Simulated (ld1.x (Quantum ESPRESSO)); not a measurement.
**u(r) = r·R(r): atom against pseudo-atom (Nb (Z = 41))**

Columns: radius, all-electron u(r) and pseudo u(r) of the 5s shell (level -9.42 eV) of niobium in the configuration [Kr] 4d4 5s0 5p0; PBE, scalar-relativistic, TM scheme, ld1.x (Quantum ESPRESSO) 7.5.

| r (bohr) | all-electron | pseudo |
| --- | --- | --- |
| 0.188 | 0.0090 | 0.0166 |
| 0.375 | 0.1659 | 0.0344 |
| 0.562 | -0.0633 | 0.0550 |
| 0.750 | -0.2546 | 0.0800 |
| 0.938 | -0.2917 | 0.1111 |
| 1.125 | -0.2119 | 0.1498 |
| 1.312 | -0.0735 | 0.1977 |
| 1.500 | 0.0810 | 0.2553 |
| 1.688 | 0.2257 | 0.3212 |
| 1.875 | 0.3484 | 0.3913 |
| 2.062 | 0.4461 | 0.4601 |
| 2.250 | 0.5193 | 0.5215 |
| 2.438 | 0.5698 | 0.5691 |
| 2.625 | 0.6006 | 0.6002 |
| 2.812 | 0.6152 | 0.6151 |
| 3.000 | 0.6166 | 0.6166 |
| 3.188 | 0.6073 | 0.6073 |
| 3.375 | 0.5901 | 0.5901 |
| 3.562 | 0.5669 | 0.5669 |
| 3.750 | 0.5394 | 0.5394 |
| 3.938 | 0.5091 | 0.5091 |
| 4.125 | 0.4773 | 0.4773 |
| 4.312 | 0.4449 | 0.4449 |
| 4.500 | 0.4123 | 0.4123 |
| 4.688 | 0.3803 | 0.3803 |
| 4.875 | 0.3494 | 0.3494 |

(1) How many radial nodes do the two functions have?

(2) At about which radius was the pseudo-wave matched?

(3) Where does each function peak?

(4) Is the pseudo-wave norm-conserving?

Results:

(1) The all-electron 5s function has n − l − 1 = 4 (the table is too coarse to show those close to the nucleus); the pseudo-wave has 0, since the states of the same l below it are removed with the core.

(2) 3.15 bohr. The columns agree to 0.0005 from 2.62 bohr on; several derivatives are matched, so the curves merge somewhat inside the radius.

(3) Outermost all-electron maximum near 3.00 bohr, pseudo maximum near 3.00 bohr (to the table’s step).

(4) Yes: the TM scheme keeps the norm inside the radius equal to the all-electron one, which fixes the energy derivative of the logarithmic derivative at the level.
